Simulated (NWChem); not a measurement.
System: C3H3F; SMILES C(F)=C=C

The following NWChem deck was run.

```
start job
memory heap 200 mb stack 900 mb global 1100 mb
geometry units angstroms noautoz
  C      0.230839     1.875434     0.000000
  C     -0.112075     0.604363     0.000000
  C     -0.501669    -0.655950     0.000000
  F      0.354872    -1.700652     0.000000
  H      0.383611     2.435147    -0.940891
  H      0.383611     2.435147     0.940891
  H     -1.560847    -0.967409     0.000000
end
basis spherical
  * library def2-svp
end
dft
  xc pbe0
  iterations 150
  mulliken
end
task dft energy
```

Coordinates come from a PBE-D3(BJ)/def2-SVP optimisation.

### Question
Predict the main results of this run. (PBE0/def2-SVP.) Quantities: energy (Ha); highest occupied level (eV); orbital gap (eV); dipole (D).

### Answer
```yaml
energy (Ha): -215.48
highest occupied level (eV): -7.37
orbital gap (eV): 6.82
dipole (D): 1.69
```
